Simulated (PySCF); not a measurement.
Identify the unknown among the candidates.

All candidates are C7H10SSi.

| technique | computed result |
| --- | --- |
| 1H NMR | chemical shifts (computed TMS as zero) by class: 7.09 (1 H), 6.92 (1 H), 2.94 (1 H), 2.06 (3 H), 1.30 (2 H), 0.99 (2 H) ppm [GIAO PBE0/pcSseg-1] |
| 13C NMR | chemical shifts (computed TMS as zero) by class: 155.2 (1 C), 132.2 (1 C), 92.8 (1 C), 85.8 (1 C), 16.7 (1 C), 5.8 (2 C) ppm [GIAO PBE0/pcSseg-1] |
| Dipole | 1.46 D [PBE0/pcSseg-1] |
| NMR, other nuclei | isotropic shieldings of nuclei other than C and H, by class: 414 (1 Si), 722 (1 S) ppm [GIAO PBE0/pcSseg-1] |
| Rotational structure | rotational constants A, B, C: 1.823, 0.821, 0.640 GHz [GFN2-xTB] |

The electronic properties come from PySCF, for the isolated species, density fitting. Levels stand in brackets. Isolated species at its GFN2-xTB geometry (one conformer only). GFN2-xTB frequencies show an imaginary mode (31i cm⁻¹), so this geometry is no minimum at that level. NMR classes are plain means over equivalent atoms (diastereotopic ones count apart unless rotation or inversion swaps them), as if these changed places fast.

Question: Which candidate is it?
A. `C#CC(=C)[Si]1(SC)CC1`
B. `C=CC1=CC(C)=CS[SiH2]1`
C. `C#C[SiH2]/C(C=C)=C/SC`
D. `C=C1[SiH2]CC=C1C(C)=S`

Answer: A. It is `C#CC(=C)[Si]1(SC)CC1`. Numbering: `[CH:1]#[C:2][C:3](=[CH2:4])[Si:5]1([S:6][CH3:7])[CH2:8][CH2:9]1`. Its formula, C7H10SSi, gives 4 degrees of unsaturation: 1 ring and 3 π bonds in the structure found. 7 carbons fall into 6 classes; from least to most shielded: terminal =CH2 carbon [C4] (155.2 ppm), fully substituted alkene carbon [C3] (132.2 ppm), terminal alkyne carbon [C1] (92.8 ppm), alkyne carbon [C2] (85.8 ppm), S-methyl carbon [C7] (16.7 ppm), ring sp3 carbon bound to silicon [C8/C9] (5.8 ppm, 2 C, up to 4.6 ppm apart in this geometry). Hydrogen classes from least to most shielded: 1 H on a terminal =CH2 carbon, C4 (7.09 ppm), 1 H on a terminal =CH2 carbon, C4 (6.92 ppm), 1 H on a terminal alkyne carbon, C1 (2.94 ppm), 3 H on an S-methyl carbon, C7 (2.06 ppm), 2 H on 2 like atoms (sp3 carbon bound to silicon), C8/C9 (1.30 ppm), 2 H on 2 like atoms (sp3 carbon bound to silicon), C8/C9 (0.99 ppm). The other shieldings belong to: 414 ppm, four-coordinate silicon [Si5]; 722 ppm, sulfur bonded to C and Si [S6]. The optimised geometry has point group C1 and is an asymmetric top.

The others, at the same levels:
- `C=CC1=CC(C)=CS[SiH2]1` fails: it has 7 carbon classes against 6; its computed 13C shifts are 152.8 (1 C), 152.1 (1 C), 132.2 (1 C), 130.4 (1 C), 124.6 (1 C), 120.9 (1 C), 29.0 (1 C) ppm, 1H shifts are 6.93 (1 H), 6.88 (1 H), 6.43 (1 H), 5.68 (2 H), 5.52 (1 H), 5.00 (1 H), 1.93 (3 H) ppm and rotational constant A is 1.643 GHz (against 1.823 GHz).
- `C=C1[SiH2]CC=C1C(C)=S` fails: it has 7 carbon classes against 6; its computed 13C shifts are 260.3 (1 C), 164.8 (1 C), 162.4 (1 C), 149.8 (1 C), 133.8 (1 C), 40.2 (1 C), 17.7 (1 C) ppm, 1H shifts are 7.51 (1 H), 6.12 (1 H), 6.02 (1 H), 4.83 (2 H), 3.21 (3 H), 1.94 (2 H) ppm and rotational constant A is 2.120 GHz (against 1.823 GHz).
- `C#C[SiH2]/C(C=C)=C/SC` fails: it has 7 carbon classes against 6; its computed 13C shifts are 154.3 (1 C), 142.0 (1 C), 131.7 (1 C), 124.8 (1 C), 105.0 (1 C), 86.7 (1 C), 21.5 (1 C) ppm, 1H shifts are 7.00 (1 H), 6.17 (1 H), 5.73 (1 H), 5.64 (1 H), 4.66 (2 H), 2.33 (3 H), 1.98 (1 H) ppm and rotational constant A is 2.072 GHz (against 1.823 GHz).

Each candidate is one conformer, not necessarily the lowest. Dipoles, sizes and rotational constants follow the conformer. The torsions of the flexible species, by atom-mapped SMILES:
- `[CH:1]#[C:2][C:3](=[CH2:4])[Si:5]1([S:6][CH3:7])[CH2:8][CH2:9]1`: C2–C3–Si5–S6 179°, C3–Si5–S6–C7 -112°
- `[CH2:1]=[CH:2][C:3]1=[CH:4][C:5]([CH3:6])=[CH:7][S:8][SiH2:9]1`: C1–C2–C3–C4 179°
- `[CH2:1]=[C:2]1[SiH2:3][CH2:4][CH:5]=[C:6]1[C:7]([CH3:8])=[S:9]`: C5–C6–C7–C8 145°
- `[CH:1]#[C:2][SiH2:3]/[C:4]([CH:5]=[CH2:6])=[CH:7]/[S:8][CH3:9]`: C2–Si3–C4–C5 -62°, Si3–C4–C5–C6 3°, C4–C7–S8–C9 180°
